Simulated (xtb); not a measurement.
xtb input:

```bash
xtb mol.xyz --gfn 1 --opt tight --chrg 0 --uhf 0
```
mol.xyz:
```
3

Al    -0.00000000    -0.00000000    -0.58860116
O     -0.00000000    -0.00000000    -2.18527441
Cl     0.00000000     0.00000000     1.47847120
```

Question: Predict the final energy.

Answer: -10.32194 Eh (GFN1-xTB).
